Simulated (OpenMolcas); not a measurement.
## Bi2+: the spin-orbit constant, worked from levels

```
Program             : OpenMolcas 26.06
Basis               : ANO-RCC-VTZP [8s7p5d3f2g]
Scalar Hamiltonian  : DKH2, point nucleus
Active space        : 3 electrons in 4 orbitals (6s 6p)
State averaging     : 2S+1 = 4 odd, 1 root; 2S+1 = 2 odd, 11 roots; 2S+1 = 4 even, 3 roots; 2S+1 = 2 even, 9 roots
Spin-orbit coupling : RASSI with atomic mean-field integrals over the reference wave functions, term energies averaged over their components
```

Methods: CASSCF; MS-CASPT2, IPEA 0.25 Eh, imaginary shift 0.1 Eh (closed shells correlated: 5d). Measured levels: Moore, Atomic Energy Levels, vol. III, NSRDS-NBS 35 (1971 reprint of NBS Circular 467, 1958).

**The spin-orbit constant.** For the Hund term ²P° of p1, E(J) = (A/2) J(J+1) + constant and ζ = 2S·A = A. From J = 1/2 to J = 3/2 the energy changes by 1.5 A.

```json
{"Source": "CASSCF", "E(3/2) - E(1/2)": "18056.3", "A": "12037.5", "ζ": "12038"}
{"Source": "MS-CASPT2", "E(3/2) - E(1/2)": "18231.2", "A": "12154.1", "ζ": "12154"}
{"Source": "measured", "E(3/2) - E(1/2)": "20788.0", "A": "13858.7", "ζ": "13859"}
```

All in cm-1. MS-CASPT2 is off by -12.3 % and CASSCF by -13.1 %. Both methods take the spin-orbit matrix elements from the reference wave functions, so the second can move ζ only through the term energies and any multistate remixing.

Over all roots computed the reference weight is 0.84 to 0.93 in MS-CASPT2; the roots of lowest weight are the least certain, and an intruder state may touch them. Spin-orbit splittings of 6p shells tend to come out small when the coupling is added on scalar orbitals. Computed and measured levels are paired by configuration, term and J; levels that our copy of the source lacks, or whose pairing is in doubt (as where it misses far off the trend of its configuration), stay unpaired and out of the deviations. Levels of configurations outside the active space are missing.

° marks odd parity.
